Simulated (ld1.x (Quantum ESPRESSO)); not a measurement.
## Mg (Z = 12) RRKJ: all-electron and pseudo phase curves

ld1.x (Quantum ESPRESSO) 7.5 input, shortened:

```
&input
   title='Mg', zed=12., rel=0, dft='PW91', iswitch=3,
   config='[Ne] 3s1 3p0'
 /
 &inputp
   pseudotype=2, tm=.false., rho0=0.005, lloc=-1, rcloc=0.70,
   nlcc=.false.
 /
2
2S  1  0   2.00   0.00  0.85  0.85  0.0
2P  2  1   6.00   0.00  1.05  1.05  0.0
 &test
   configts(1)='2s2 2p6 3s1 3p0'
 /
```

Occupied shells without a wave of their own: 3s. They enter only through the test configuration that unscreens the potential.

The phase is arctan(r·u′/u) with u = r·R(r), unwrapped; energies in Ry, scanned from -9 to 5 Ry. A pole is an energy at which the radial function vanishes at the test radius. The pseudo phase is shifted by a multiple of π to meet the all-electron one at the reference energy, and phase errors are pseudo minus all-electron; the curves can meet again beyond the range given. Levels narrower than the energy grid can be missing from the lists of poles.

```
channel  radius (bohr)  reference energy (Ry)  poles, all-electron  poles, pseudo  unbroken range about the reference energy with phases within 0.05 rad  phase error 1 Ry above the reference energy (rad)
      s           1.14                  -6.52                -4.64          -4.64                                                        the whole range                                             +0.000
      p           1.14                  -4.11                -2.46          -2.44                                                              below 3.8                                             +0.002
```

Phases in the s channel:

```csv
E (Ry),all-electron,pseudo
-9.00,0.888,0.889
-8.76,0.816,0.817
-8.52,0.721,0.722
-8.28,0.595,0.596
-8.04,0.424,0.425
-7.80,0.194,0.196
-7.56,-0.093,-0.092
-7.32,-0.404,-0.404
-7.08,-0.687,-0.687
-6.84,-0.912,-0.912
-6.60,-1.079,-1.079
-6.36,-1.203,-1.203
-6.12,-1.295,-1.295
-5.88,-1.367,-1.367
-5.64,-1.423,-1.423
-5.40,-1.469,-1.469
-5.16,-1.507,-1.507
-4.92,-1.539,-1.539
-4.68,-1.567,-1.566
-4.44,-1.591,-1.590
-4.20,-1.612,-1.611
-3.96,-1.631,-1.630
-3.72,-1.648,-1.647
-3.48,-1.664,-1.663
-3.24,-1.678,-1.677
-3.00,-1.692,-1.691
-2.76,-1.705,-1.704
-2.52,-1.717,-1.716
-2.28,-1.729,-1.728
-2.04,-1.740,-1.739
-1.80,-1.751,-1.750
-1.56,-1.762,-1.760
-1.32,-1.772,-1.770
-1.08,-1.782,-1.781
-0.84,-1.793,-1.791
-0.60,-1.803,-1.801
-0.36,-1.813,-1.811
-0.12,-1.824,-1.821
0.12,-1.834,-1.831
0.36,-1.845,-1.842
0.60,-1.856,-1.853
0.84,-1.867,-1.863
1.08,-1.879,-1.875
1.32,-1.891,-1.886
1.56,-1.904,-1.898
1.80,-1.917,-1.911
2.04,-1.930,-1.924
2.28,-1.944,-1.938
2.52,-1.960,-1.952
2.76,-1.976,-1.967
3.00,-1.992,-1.983
3.24,-2.010,-2.000
3.48,-2.030,-2.018
3.72,-2.050,-2.038
3.96,-2.072,-2.058
4.20,-2.097,-2.080
4.44,-2.123,-2.105
4.68,-2.151,-2.131
4.92,-2.182,-2.159
```
